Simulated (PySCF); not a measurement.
## Two-component Hartree-Fock for Se¹⁸⁺ (selenium, charge +18)

Start: [Ne] 3s2 3p4; 3p1/2 filled at m_j = -1/2, +1/2; 3p3/2 filled at m_j = +1/2, +3/2. Calculated with PySCF 2.14 in an even-tempered Gaussian basis (19 s from 1.9 bohr⁻², ratio 2.4; 13 p from 2.4 bohr⁻², ratio 2.4; 5 d from 11 bohr⁻², ratio 2.6; 4 f from 16 bohr⁻², ratio 2.6): generalised Hartree-Fock with the X2C-1e Hamiltonian and a Gaussian nucleus; one run each with spin-orbit coupling (SO) switched off, then screened by Boettger's factors.

```json
{"spinor shell": "1s1/2", "electrons": "2", "ε, spin-free (eV)": "-13437.6", "ε, screened SO (eV)": "-13436.8", "weight of nominal j (screened SO)": "1.000", "rms radius, screened SO (bohr)": "0.0508"}
{"spinor shell": "2s1/2", "electrons": "2", "ε, spin-free (eV)": "-2383.3", "ε, screened SO (eV)": "-2382.9", "weight of nominal j (screened SO)": "1.000", "rms radius, screened SO (bohr)": "0.209"}
{"spinor shell": "2p1/2", "electrons": "2", "ε, spin-free (eV)": "-2175.9", "ε, screened SO (eV)": "-2206.3", "weight of nominal j (screened SO)": "0.999", "rms radius, screened SO (bohr)": "0.184"}
{"spinor shell": "2p3/2", "electrons": "4", "ε, spin-free (eV)": "-2175.9", "ε, screened SO (eV)": "-2160.8", "weight of nominal j (screened SO)": "0.999", "rms radius, screened SO (bohr)": "0.188"}
{"spinor shell": "3s1/2", "electrons": "2", "ε, spin-free (eV)": "-809.71", "ε, screened SO (eV)": "-809.56", "weight of nominal j (screened SO)": "1.000", "rms radius, screened SO (bohr)": "0.533"}
{"spinor shell": "3p1/2", "electrons": "2", "ε, spin-free (eV)": "-745.45", "ε, screened SO (eV)": "-750.74", "weight of nominal j (screened SO)": "0.809", "rms radius, screened SO (bohr)": "0.526"}
{"spinor shell": "3p3/2", "electrons": "2", "ε, spin-free (eV)": "-745.45", "ε, screened SO (eV)": "-741.95", "weight of nominal j (screened SO)": "0.837", "rms radius, screened SO (bohr)": "0.530"}
```

```tsv
quantity	spin-free	screened SO
E (hartree)	-2250.20779	-2250.49197
M_J	2	2
⟨J²⟩	6.002	6.005
⟨L²⟩	2.001	2.547
⟨S²⟩	2.000	1.731
```

Each row is a mean over spinors that exchange with the open shell spreads, by up to 18.780 eV (3s1/2).

Rows whose weight is well below 1 are mixtures of j = l ± 1/2: exchange outweighs spin-orbit coupling there, and the label is only the starting occupation.

Without spin-orbit coupling the j labels of p, d and f shells carry no meaning; the spin-free column gives the mean over the occupied spinors of each nl shell.
